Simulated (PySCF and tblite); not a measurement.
The numbers below are computed, except where a source is named.
C₃H₈O₃SSi, numbered as in [CH3:1][S:2](=[O:3])(=[O:4])[CH2:5][C:6](=[O:7])[SiH3:8].

Search: ETKDG and KDG, MMFF94s, GFN2-xTB, 200 starts; geometries at GFN2-xTB. Free energies are CAM-B3LYP-D3(BJ)/pcSseg-1 (IEF-PCM, cyclohexane) single points with GFN2-xTB rigid-rotor and vibrational terms (modes under about 100 cm⁻¹ blended into free rotors). Symmetry numbers and mirror images are counted. Conformers within 2.5 kcal/mol (GFN2-xTB free energy) were kept, 4 at most. Run with PySCF (density fitting) and tblite.

Rotational constants are equilibrium values for the commonest isotopes; dipoles come from the energy level named and are polarised by its solvent model.

Torsions listed: O3–S2–C5–C6, S2–C5–C6–Si8. Of a mirror pair one member is shown.

```json
{"conformer": "1", "shape": "-168°, 77°", "symmetry": "C1 (pair)", "weight %": "84.7"}
{"conformer": "2", "shape": "-37°, 66°", "symmetry": "C1 (pair)", "weight %": "15.3"}
```

Sets of constants, in random order:

| set | A (MHz) | B (MHz) | C (MHz) | abs μa (D) | abs μb (D) | abs μc (D) |
| --- | --- | --- | --- | --- | --- | --- |
| P | 2436 | 1103 | 934 | 2.91 | 2.40 | 5.37 |
| Q | 2446 | 1147 | 977 | 0.27 | 2.10 | 1.16 |

Q: Match each set to its conformer.

A: P is conformer 2, Q is conformer 1.


Conformer gaps in pcSseg-1 on xTB geometries can be 2 kcal/mol off for S=O, P=O and other polar bonds.